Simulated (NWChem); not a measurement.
System: C$_{2}$H$_{7}$OSi, doublet; SMILES C[Si](C)O

Here is an NWChem input.

```
start job
memory heap 200 mb stack 900 mb global 1100 mb
geometry units angstroms noautoz
  C     -0.936444    -1.460481    -0.194148
  Si     0.087287     0.002742     0.379739
  C     -0.671467     1.625724    -0.215614
  O      1.614340    -0.235511    -0.282626
  H     -0.482986    -2.410249     0.126052
  H     -1.957865    -1.409774     0.212856
  H     -1.001619    -1.467362    -1.295775
  H     -0.738800     1.633938    -1.317500
  H     -0.081500     2.500812     0.097742
  H     -1.687575     1.744686     0.192694
  H      2.282520     0.410509    -0.035503
end
basis spherical
  * library def2-tzvp
end
dft
  odft
  mult 2
  xc hfexch
  iterations 150
  semidirect filesize 400000000
  mulliken
end
task dft energy
```

All runs use the structure optimised with PBE0/def2-SVP, spin-unrestricted. No frequency run checked for a minimum. No stability test was run on the SCF state.

Q: What results follow from this input? (UHF/def2-TZVP.) Quantities: basis functions; energy (Ha); highest occupied level (eV); lowest empty minus highest occupied level, either spin (eV); dipole (D); <S²>.

A: 
| Quantity | Result |
|---|---|
| number of basis functions | 172 |
| energy (Ha) | -443.71 |
| highest occupied level (eV) | -8.35 |
| lowest empty minus highest occupied level, either spin (eV) | 10.46 |
| dipole (D) | 1.27 |
| <S²> | 0.753 |
